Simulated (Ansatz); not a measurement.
Geometry optimisation, RKS B3LYP/def2-TZVP in Ansatz 0.2.0.

Input:

```yaml
crystal:
  periodic: [false, false, false]
  atoms:
    - { symbol: Ga, position_ang: [0.020314, -0.374679, -0.503489] }
    - { symbol: Cl, position_ang: [0.027479, -0.07174, 2.921717] }
    - { symbol: H, position_ang: [1.435157, 0.183683, -0.827116] }
    - { symbol: H, position_ang: [-1.419406, 0.12802, -0.811056] }
    - { symbol: F, position_ang: [0.052943, -1.91147, 0.312073] }
    - { symbol: H, position_ang: [0.029513, -1.265314, 2.327571] }
basis:
  gaussian: { orbitals: def2-TZVP }
hamiltonian:
  xc: b3lyp
relax:
  f_tol: 0.03
  max_steps: 50
output:
  orbitals: {}
```

Launched with:

```bash
$ ansatz run input.yaml --threads 4 --pin off --max-ram 5120MiB --backend cpu --events-out ev --progress --plain --runs-dir out
```

Question: Where does it end, and by what steps?

Answer: It converged. After 5 steps the energy has fallen by 0.100 eV; Cl2 moved furthest, 0.42 Å.

```json
{"step": "0", "energy less start (eV)": "0.0000", "largest force component (eV/Å)": "1.124", "accepted": "yes"}
{"step": "1", "energy less start (eV)": "-0.0608", "largest force component (eV/Å)": "0.705", "accepted": "yes"}
{"step": "2", "energy less start (eV)": "-0.0929", "largest force component (eV/Å)": "0.227", "accepted": "yes"}
{"step": "3", "energy less start (eV)": "-0.0934", "largest force component (eV/Å)": "0.146", "accepted": "yes"}
{"step": "4", "energy less start (eV)": "-0.0997", "largest force component (eV/Å)": "0.079", "accepted": "yes"}
{"step": "5", "energy less start (eV)": "-0.1000", "largest force component (eV/Å)": "0.029", "accepted": "yes"}
```

```xyz
6
Properties=species:S:1:pos:R:3
Ga 0.019 -0.346 -0.300
Cl 0.019 -0.006 2.510
H 1.437 0.187 -0.648
H -1.421 0.136 -0.637
F 0.051 -2.029 0.367
H 0.040 -1.253 2.129
```

Whether the end is a true minimum wasn't checked by a vibrational analysis.

The run took 3.8 s on 4 threads of AMD EPYC 9B45 (Zen 5), with other jobs on the host, peak memory 0.3 GiB.
